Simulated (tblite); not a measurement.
A geometry optimisation, step by step.

Species: C4H8B (doublet state).
Numbering: `[BH:1][C@@H:2]([CH3:3])[CH:4]=[CH2:5]` (hydrogens: H6 on B1; H7 on C2; H8, H9, H10 on C3; H11 on C4; H12, H13 on C5)
Bond orders are those of one Lewis drawing.

Computed with GFN2-xTB (tblite), gas phase: L-BFGS steps from a force-field or distance-geometry start until the largest atomic force falls under 0.01 eV/Å. 12 of its 74 geometries are shown.

Step 0: E = -373.2615 eV, largest atomic force 1.230 eV/Å
```
atom  x, y, z in Å  |  force x, y, z in eV/Å
B1     -1.514   -1.369   -0.290    0.285   0.107   0.710
C2     -0.508   -0.133   -0.217   -0.497  -0.965  -0.578
C3     -1.000    0.908    0.790   -0.555   0.861   0.260
C4      0.871   -0.614    0.175    0.558   0.068   0.035
C5      1.960    0.113   -0.050   -0.381  -0.180  -0.039
H6     -1.761   -2.017    0.667   -0.022   0.099  -0.346
H7     -0.460    0.318   -1.225    0.325   0.314   0.420
H8     -0.318    1.790    0.805   -0.472  -0.651   0.056
H9     -1.062    0.485    1.815    0.053   0.271  -0.674
H10    -2.022    1.272    0.493    0.896  -0.316   0.348
H11     0.992   -1.580    0.684   -0.318   0.447  -0.240
H12     2.936   -0.253    0.241   -0.095   0.253  -0.083
H13     1.881    1.081   -0.540    0.222  -0.308   0.132
```

Step 7: E = -373.3762 eV, largest atomic force 0.110 eV/Å
```
atom  x, y, z in Å  |  force x, y, z in eV/Å
B1     -1.506   -1.372   -0.250   -0.002   0.000   0.025
C2     -0.518   -0.156   -0.231   -0.050  -0.022  -0.015
C3     -1.011    0.905    0.780   -0.037   0.057   0.086
C4      0.869   -0.608    0.168    0.076   0.046   0.006
C5      1.955    0.107   -0.060   -0.015  -0.014   0.002
H6     -1.776   -2.037    0.672    0.025   0.039  -0.048
H7     -0.416    0.366   -1.190   -0.007   0.023  -0.032
H8     -0.330    1.755    0.798    0.016  -0.018  -0.025
H9     -1.061    0.492    1.785   -0.008  -0.050   0.015
H10    -2.001    1.264    0.507    0.002  -0.027  -0.017
H11     0.948   -1.560    0.676   -0.020  -0.010   0.039
H12     2.934   -0.224    0.239    0.021  -0.015   0.030
H13     1.910    1.068   -0.547    0.001  -0.009  -0.068
```

Step 13: E = -373.3802 eV, largest atomic force 0.104 eV/Å
```
atom  x, y, z in Å  |  force x, y, z in eV/Å
B1     -1.505   -1.360   -0.253   -0.048  -0.025  -0.071
C2     -0.518   -0.150   -0.231    0.050  -0.021  -0.041
C3     -1.016    0.899    0.791    0.005  -0.011  -0.043
C4      0.869   -0.597    0.173   -0.008  -0.039   0.006
C5      1.961    0.106   -0.065    0.012   0.004  -0.037
H6     -1.767   -2.030    0.662   -0.001  -0.035   0.039
H7     -0.421    0.380   -1.187    0.016   0.027  -0.010
H8     -0.328    1.742    0.796   -0.030   0.030   0.095
H9     -1.067    0.472    1.790    0.010   0.034  -0.018
H10    -2.004    1.254    0.508   -0.017   0.016   0.038
H11     0.934   -1.543    0.696    0.020   0.035   0.065
H12     2.938   -0.223    0.253   -0.043   0.012  -0.018
H13     1.919    1.050   -0.586    0.033  -0.028  -0.006
```

Step 20: E = -373.3973 eV, largest atomic force 0.174 eV/Å
```
atom  x, y, z in Å  |  force x, y, z in eV/Å
B1     -1.525   -1.326   -0.300    0.086   0.074  -0.018
C2     -0.513   -0.134   -0.258    0.098   0.108   0.095
C3     -1.033    0.869    0.809   -0.002  -0.023  -0.015
C4      0.867   -0.566    0.189   -0.104   0.028   0.057
C5      1.978    0.080   -0.114    0.023  -0.008  -0.021
H6     -1.724   -2.016    0.616   -0.048  -0.108   0.001
H7     -0.411    0.443   -1.188    0.058  -0.089   0.050
H8     -0.356    1.718    0.875   -0.023   0.017  -0.035
H9     -1.085    0.405    1.792   -0.012  -0.059  -0.009
H10    -2.026    1.224    0.543   -0.013   0.029  -0.003
H11     0.906   -1.422    0.856   -0.025   0.106  -0.044
H12     2.932   -0.214    0.293   -0.008  -0.028  -0.082
H13     1.986    0.939   -0.768   -0.030  -0.048   0.025
```

Step 27: E = -373.4219 eV, largest atomic force 0.220 eV/Å
```
atom  x, y, z in Å  |  force x, y, z in eV/Å
B1     -1.506   -1.271   -0.341    0.036  -0.028  -0.023
C2     -0.490   -0.088   -0.252   -0.082   0.067   0.019
C3     -1.067    0.847    0.840   -0.047   0.016   0.034
C4      0.867   -0.488    0.249   -0.089  -0.007  -0.061
C5      1.999    0.034   -0.183    0.024  -0.064   0.072
H6     -1.689   -2.048    0.509    0.000  -0.057  -0.029
H7     -0.356    0.490   -1.172   -0.017   0.072   0.041
H8     -0.417    1.710    0.976    0.006  -0.010  -0.022
H9     -1.118    0.301    1.780   -0.046   0.086   0.058
H10    -2.064    1.201    0.590   -0.031  -0.023  -0.063
H11     0.862   -1.208    1.056    0.076  -0.007   0.042
H12     2.933   -0.239    0.270    0.210  -0.044  -0.047
H13     2.042    0.759   -0.978   -0.039  -0.001  -0.022
```

Step 33: E = -373.4476 eV, largest atomic force 0.208 eV/Å
```
atom  x, y, z in Å  |  force x, y, z in eV/Å
B1     -1.462   -1.259   -0.375    0.042  -0.018   0.010
C2     -0.480   -0.047   -0.219    0.055  -0.138   0.028
C3     -1.109    0.855    0.865   -0.017   0.039   0.079
C4      0.878   -0.437    0.301    0.125  -0.037   0.026
C5      2.025   -0.019   -0.208   -0.037  -0.029  -0.147
H6     -1.669   -2.107    0.400    0.084   0.060  -0.051
H7     -0.337    0.545   -1.131    0.001   0.065   0.063
H8     -0.472    1.719    1.032   -0.036   0.076  -0.022
H9     -1.176    0.301    1.798   -0.062   0.008   0.089
H10    -2.106    1.190    0.593   -0.005   0.016  -0.074
H11     0.873   -1.066    1.183   -0.004  -0.031  -0.020
H12     2.994   -0.297    0.184   -0.207   0.009   0.019
H13     2.037    0.622   -1.077    0.060  -0.020   0.001
```

Step 40: E = -373.4741 eV, largest atomic force 0.135 eV/Å
```
atom  x, y, z in Å  |  force x, y, z in eV/Å
B1     -1.370   -1.239   -0.436    0.041   0.029   0.056
C2     -0.459    0.002   -0.142    0.051   0.039  -0.056
C3     -1.169    0.868    0.922   -0.045   0.025  -0.024
C4      0.907   -0.370    0.364    0.075  -0.071  -0.036
C5      2.031   -0.115   -0.287   -0.034   0.012   0.032
H6     -1.579   -2.169    0.231    0.086   0.000   0.039
H7     -0.305    0.634   -1.023   -0.019   0.091  -0.056
H8     -0.583    1.766    1.117   -0.004  -0.045   0.027
H9     -1.294    0.319    1.852    0.023  -0.002  -0.006
H10    -2.150    1.169    0.566   -0.066   0.026   0.005
H11     0.924   -0.874    1.325    0.035   0.002  -0.097
H12     3.001   -0.395    0.094   -0.081  -0.017   0.034
H13     2.041    0.404   -1.236   -0.062  -0.089   0.081
```

Step 46: E = -373.4851 eV, largest atomic force 0.182 eV/Å
```
atom  x, y, z in Å  |  force x, y, z in eV/Å
B1     -1.333   -1.225   -0.430   -0.058  -0.038  -0.046
C2     -0.453    0.036   -0.142   -0.052   0.021   0.041
C3     -1.194    0.876    0.926    0.046  -0.005   0.006
C4      0.903   -0.360    0.364    0.123   0.058  -0.043
C5      2.029   -0.135   -0.298   -0.153  -0.099   0.007
H6     -1.498   -2.175    0.223    0.096   0.043   0.028
H7     -0.300    0.687   -1.011   -0.025  -0.010  -0.006
H8     -0.613    1.771    1.147   -0.057  -0.004  -0.009
H9     -1.318    0.316    1.851   -0.005  -0.021  -0.051
H10    -2.178    1.171    0.565    0.076   0.001   0.030
H11     0.934   -0.861    1.325   -0.066   0.056  -0.030
H12     2.984   -0.433    0.099    0.045  -0.013  -0.041
H13     2.032    0.334   -1.271    0.031   0.010   0.114
```

Step 53: E = -373.5001 eV, largest atomic force 0.085 eV/Å
```
atom  x, y, z in Å  |  force x, y, z in eV/Å
B1     -1.279   -1.197   -0.449    0.034   0.006   0.016
C2     -0.455    0.097   -0.134   -0.011   0.007   0.008
C3     -1.229    0.885    0.946    0.013  -0.010  -0.017
C4      0.898   -0.316    0.374    0.033  -0.024  -0.040
C5      2.018   -0.219   -0.326   -0.053   0.066   0.003
H6     -1.302   -2.170    0.189    0.007  -0.013  -0.012
H7     -0.308    0.767   -0.989   -0.010  -0.007  -0.001
H8     -0.686    1.789    1.217    0.034  -0.047   0.010
H9     -1.368    0.278    1.838    0.016   0.026   0.000
H10    -2.209    1.176    0.574   -0.003  -0.014  -0.011
H11     0.912   -0.761    1.361   -0.011   0.068  -0.009
H12     2.974   -0.525    0.067   -0.048  -0.060  -0.007
H13     2.029    0.196   -1.323   -0.001   0.001   0.060
```

Step 60: E = -373.5038 eV, largest atomic force 0.029 eV/Å
```
atom  x, y, z in Å  |  force x, y, z in eV/Å
B1     -1.242   -1.191   -0.456    0.008  -0.001  -0.006
C2     -0.455    0.123   -0.127   -0.010   0.000  -0.014
C3     -1.243    0.889    0.955    0.001  -0.014  -0.011
C4      0.895   -0.293    0.379   -0.013   0.025  -0.008
C5      2.008   -0.243   -0.335    0.006  -0.013  -0.011
H6     -1.222   -2.178    0.160    0.000  -0.024  -0.003
H7     -0.315    0.796   -0.981   -0.007   0.001   0.016
H8     -0.705    1.788    1.248    0.027   0.007  -0.006
H9     -1.388    0.271    1.838    0.006  -0.007   0.001
H10    -2.220    1.177    0.574   -0.012   0.021   0.008
H11     0.909   -0.697    1.383    0.002  -0.002   0.011
H12     2.952   -0.590    0.050    0.006   0.004   0.020
H13     2.022    0.146   -1.341   -0.013   0.002   0.003
```

Step 66: E = -373.5044 eV, largest atomic force 0.022 eV/Å
```
atom  x, y, z in Å  |  force x, y, z in eV/Å
B1     -1.238   -1.196   -0.459    0.004  -0.001  -0.001
C2     -0.459    0.123   -0.130   -0.004  -0.004  -0.005
C3     -1.242    0.889    0.954    0.002  -0.001   0.013
C4      0.892   -0.288    0.379   -0.011  -0.011   0.003
C5      2.006   -0.244   -0.335   -0.012   0.008   0.015
H6     -1.216   -2.184    0.156    0.005  -0.002  -0.009
H7     -0.322    0.798   -0.981    0.003   0.000  -0.020
H8     -0.695    1.783    1.246   -0.002   0.002   0.001
H9     -1.384    0.267    1.835   -0.008   0.002   0.020
H10    -2.221    1.185    0.581    0.019   0.005  -0.001
H11     0.906   -0.687    1.385   -0.001   0.003  -0.011
H12     2.949   -0.590    0.057   -0.001   0.015  -0.007
H13     2.020    0.144   -1.341    0.006  -0.016   0.001
```

Step 73: E = -373.5048 eV, largest atomic force 0.009 eV/Å
```
atom  x, y, z in Å  |  force x, y, z in eV/Å
B1     -1.231   -1.200   -0.467   -0.005   0.003   0.007
C2     -0.464    0.124   -0.130    0.002  -0.003   0.003
C3     -1.242    0.890    0.958   -0.002   0.004   0.001
C4      0.887   -0.285    0.378    0.009  -0.002   0.000
C5      2.003   -0.247   -0.334   -0.007  -0.006   0.001
H6     -1.201   -2.192    0.141    0.004  -0.001  -0.007
H7     -0.329    0.800   -0.982    0.000  -0.001  -0.001
H8     -0.689    1.781    1.252    0.001  -0.002   0.004
H9     -1.388    0.268    1.838    0.002   0.001  -0.004
H10    -2.218    1.195    0.588    0.001   0.000  -0.006
H11     0.902   -0.673    1.388    0.001   0.000   0.000
H12     2.945   -0.586    0.062    0.001   0.004   0.003
H13     2.019    0.125   -1.346   -0.007   0.003  -0.001
```

Problem. Summarise the path.

Solution. The energy falls by 0.2433 eV from step 0 to step 73; nine tenths of that is first reached at step 44. It falls at every step. The largest force goes from 1.230 to 0.009 eV/Å. Among the bonds C3–H10 changes most, from 1.124 to 1.088 Å; the atoms move by 0.631 Å rms after alignment.

What follows is the cost of the whole relaxation. On one thread, Arm Neoverse V1 (aarch64), no GPU, shared host, this took 0.28 s.
